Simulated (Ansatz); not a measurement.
One change: `C=CC(C)F` becomes `CC(F)I`.

Ansatz, PBE0-D4/def2-TZVP geometries, multiplicity 1. Each molecule was computed in one conformer, which needn't be the lowest.

Elements past krypton have def2 core potentials.  Spin–orbit coupling is left out; it splits and shifts lone-pair levels of the heavy atoms by tenths of an eV.

| property | `C=CC(C)F` |
| --- | --- |
| ideal-gas entropy at 298 K and 1 bar (rigid rotor, harmonic PBE0-D4/def2-TZVP) / J/(mol·K) | 313 |
| LUMO energy (PBE0/def2-TZVPP) / eV | 0.15 |
| HOMO–LUMO gap (B3LYP/def2-TZVPP) / eV | 7.33 |
| size of the dipole moment (B3LYP/def2-TZVPP) / D | 1.77 |
| LUMO energy (ωB97M-V/def2-TZVPP) / eV | 2.20 |
| LUMO energy (PBE/def2-TZVPP) / eV | -0.88 |

**Question.** Give the same properties after the change, and the shifts. (An estimate is asked.)

**Answer.** Computed: 
```json
{"property": "ideal-gas entropy at 298 K and 1 bar (rigid rotor, harmonic PBE0-D4/def2-TZVP) / J/(mol·K)", "`CC(F)I`": "313", "shift": "0"}
{"property": "LUMO energy (PBE0/def2-TZVPP) / eV", "`CC(F)I`": "-1.02", "shift": "-1.17"}
{"property": "HOMO–LUMO gap (B3LYP/def2-TZVPP) / eV", "`CC(F)I`": "5.95", "shift": "-1.38"}
{"property": "size of the dipole moment (B3LYP/def2-TZVPP) / D", "`CC(F)I`": "2.09", "shift": "0.32"}
{"property": "LUMO energy (ωB97M-V/def2-TZVPP) / eV", "`CC(F)I`": "0.95", "shift": "-1.25"}
{"property": "LUMO energy (PBE/def2-TZVPP) / eV", "`CC(F)I`": "-1.92", "shift": "-1.04"}
```

With PBE0 the HOMO rises by 0.18 eV and the LUMO falls by 1.17 eV, so the gap narrows by about 1.35 eV. PBE moves the HOMO by 0.21 eV and ωB97M-V by 0.28 eV. The zero-point energy changes by -113.3 kJ/mol with -12 modes. Dipoles are sizes alone; their direction can turn.

Positive LUMOs are unbound, so they and the gaps depend on the basis.

B3LYP here is the variant with VWN-RPA as its local correlation; programs differ in this.
